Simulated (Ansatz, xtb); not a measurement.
**Two isomers of C4H5F3S2**

Structure X: `FC(F)(F)[C@@H]1CSCS1`, a singlet. Structure Y: `FC(F)(F)C1SCCS1`, a singlet. Both are isolated molecules in the gas phase, relaxed with r2SCAN-D4/def2-SVP; the shapes shown needn't be the lowest conformers.

X (Å):

```xyz
14

C    -1.0150    0.2453    0.7677
C    -0.5268   -0.9734   -0.0069
C     0.6735   -1.6747    0.6207
C     1.5630    0.0425   -1.3276
F    -1.2619   -0.0878    2.0515
F    -0.1287    1.2504    0.7796
F    -2.1569    0.7130    0.2486
S     2.2200   -0.8097    0.1621
S    -0.0983   -0.5813   -1.7327
H    -1.3874   -1.6628   -0.0467
H     0.5973   -1.6828    1.7199
H     0.7087   -2.7142    0.2621
H     2.2085   -0.1670   -2.1945
H     1.5383    1.1256   -1.1374
```

Y (Å):

```xyz
14

C     1.4169   -1.0339   -0.6676
C     1.3217   -2.3005    0.1808
C    -1.0918   -3.2759    1.0462
C    -0.7516   -2.0017    1.7979
F     2.4751   -0.2982   -0.2957
F     1.5789   -1.3474   -1.9631
F     0.3262   -0.2618   -0.5660
S    -0.0256   -3.3912   -0.4406
S     1.0661   -1.9338    1.9402
H     2.2893   -2.8197    0.0841
H    -0.9271   -4.1627    1.6777
H    -2.1378   -3.2705    0.6982
H    -1.1209   -1.1077    1.2733
H    -1.1563   -2.0124    2.8227
```

**Question.** Which of the two would you expect CCSD(T)/def2-SVP + ΔMP2/def2-TZVPP electronic energies to favour?

**Answer.** Too close to call at this level: CCSD(T)/def2-SVP + ΔMP2/def2-TZVPP gives E(Y) − E(X) = −1.08 kcal/mol.

The same difference at several levels:

| level | geometry | E(Y) − E(X) (kcal/mol) | departure from the last row (kcal/mol) | job, with rough time for the two |
| --- | --- | --- | --- | --- |
| GFN2-xTB | GFN2-xTB | −0.66 | +0.43 | optimisation, 0.22 s |
| HF/STO-3G | GFN2-xTB | −0.76 | +0.33 | single point, 0.6 s |
| r2SCAN-D4/def2-SVP//GFN2-xTB | GFN2-xTB | −1.70 | −0.62 | single point, 5.1 s |
| r2SCAN-D4/def2-SVP | r2SCAN-D4/def2-SVP | −1.07 | +0.02 | optimisation, 51 s |
| HF/def2-SVP | r2SCAN-D4/def2-SVP | −1.08 | +0.01 | part of the CCSD(T) run |
| MP2/def2-SVP | r2SCAN-D4/def2-SVP | −1.35 | −0.27 | part of the CCSD(T) run |
| CCSD(T)/def2-SVP | r2SCAN-D4/def2-SVP | −1.24 | −0.15 | single point |
| CCSD(T)/def2-SVP + ΔMP2/def2-TZVPP | r2SCAN-D4/def2-SVP | −1.08 |  | single point, 2.6 min |

As drawn, both hold the same kinds of bond in the same numbers.

The largest departure from CCSD(T)/def2-SVP + ΔMP2/def2-TZVPP is that of r2SCAN-D4/def2-SVP//GFN2-xTB, 0.62 kcal/mol. The last row adds to CCSD(T) the change of the MP2 difference between the two basis sets, here +0.15 kcal/mol.

With thermal terms from frequencies at re-optimised GFN2-xTB minima (ideal gas, soft modes damped towards free rotors, one conformer each, 298.15 K, 1 atm): the zero-point term adds +0.04 kcal/mol; ΔH is −1.05 and ΔG −0.98 kcal/mol.

The correlated steps freeze 17 core orbitals. Mirror images aren't counted in ΔG. Run with Ansatz 0.2.0, xtb 6.7.1; the last row on 4 threads of Arm Neoverse V1 on a shared host.
